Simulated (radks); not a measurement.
Spherical quantum dot in the effective-mass picture: electrons in a hard-walled sphere of radius 3.95, with a point charge +1 (a donor) at the centre, all in effective atomic units (hartree* = m*/eps^2 hartree, bohr* = eps/m* bohr), one dielectric constant everywhere. Method: non-relativistic Kohn-Sham, r2SCAN, spin-polarised, spherical densities, generalised Kohn-Sham scheme; computed with a radial shooting solver with Libxc functionals. Levels are named by radial order and angular momentum (1s, 1p, 1d, 2s, ...), and open shells are averaged over m.

N = 3, configuration 1s2 1p(up 1, down 0). This is the lowest configuration that the search found. Occupied and some empty levels:

| level | occupation | eigenvalue (hartree*) | <r> (bohr*) |
|---|---|---|---|
| 1s up | 1 | 0.63592 | 1.709 |
| 1s down | 1 | 0.68557 | 1.620 |
| 1p up | 1 | 1.0848 | 2.339 |
| 1p down | 0 | 1.1530 | 2.311 |
| 2s up | 0 | 1.4706 | 1.928 |
| 2s down | 0 | 1.4873 | 1.976 |
| 1d up | 0 | 1.5374 | 2.566 |
| 1d down | 0 | 1.5981 | 2.547 |
| 1f up | 0 | 2.0808 | 2.712 |
| 1f down | 0 | 2.1304 | 2.696 |

Energy (hartree*): total 0.570390, kinetic 1.4672, external -2.1585, Hartree 2.1328, exchange-correlation -0.87115.
